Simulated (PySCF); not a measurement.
H₂OSi, charge -1, doublet, geometry from GFN2-xTB (a state made from the parent by changing its charge; the spin is typed, not shown lowest) (in this run its highest filled SCF level lies above zero, so its values depend strongly on the basis, on diffuse functions most of all), with bond 3-1 at 1.3 times its length. Base run: B3LYP/6-31G** (PySCF).

The PySCF input:
```python
from pyscf import gto, scf, dft

mol = gto.M(
    atom='''
Si    0.06934238   -0.44293770    0.00358120
O    -0.17097170    1.09211434   -0.00882986
H    -1.32092675   -1.75942460   -0.00166427
H     1.39707565   -1.08016707    0.02095588
''',
    basis='6-31g**',
    charge=-1,
    spin=1,
    verbose=4,
)

mf = dft.UKS(mol)
mf.xc = 'b3lyp'
mf.kernel()
```

Each row names what was changed in the base input (with any setting that the change needs).

```csv
change,ΔE vs base (µEh),SCF cycles,<S^2>
base,0.0,13,0.755
diis_space = 20,0.0,13,0.755
conv_tol = 1e-11,0.0,14,0.755
conv_tol = 1e-12,0.0,15,0.755
init_guess = atom,0.0,13,0.755
diis = off; damp = 0.6 (with mf.diis_start_cycle = 200; with mf.max_cycle = 150),0.0,32,0.755
solver = newton,0.0,-,0.755
DIIS = ADIIS,0.0,20,0.755
damp = 0.5; diis_start_cycle = 5,0.0,16,0.755
diis_space = 4,0.0,14,0.755
init_guess = huckel,0.0,14,0.755
conv_tol_grad = 1e-3,0.0,13,0.755
level_shift = 0.3 (with mf.max_cycle = 100),0.0,18,0.755
```

Open shells are given as the SCF converged; they aren't shown to be the lowest states, and a large step between rows can be another state.
